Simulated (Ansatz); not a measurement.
Basis-set series for CH4BNSTe (`C=NB(S)[TeH]`). Charge 0, multiplicity 1. Te: def2 effective core potential. All single points use the PBE0-D4/def2-TZVP geometry. It is one conformer, not always the lowest.

| functional | basis | functions | energy (Eh) | HOMO (eV) | LUMO (eV) |
| --- | --- | --- | --- | --- | --- |
| PBE0-D4 | def2-TZVPP | 241 | -786.16574 | -6.38 | -1.57 |
| PBE0-D4 | def2-QZVPP | 443 | -786.18617 | -6.40 | -1.62 |
| ωB97M-V | def2-TZVPP | 241 | -786.33155 | -8.42 | 0.49 |
| ωB97M-V | def2-QZVPP | 443 | -786.35105 | -8.45 | 0.38 |

Give the rows for def2-SVP. (An estimate is asked.)

Computed: 
| functional | basis | functions | energy (Eh) | HOMO (eV) | LUMO (eV) |
| --- | --- | --- | --- | --- | --- |
| PBE0-D4 | def2-SVP | 106 | -785.88807 | -6.28 | -1.45 |
| ωB97M-V | def2-SVP | 106 | -786.04863 | -8.29 | 0.70 |

Positive LUMOs are unbound and depend on the basis.
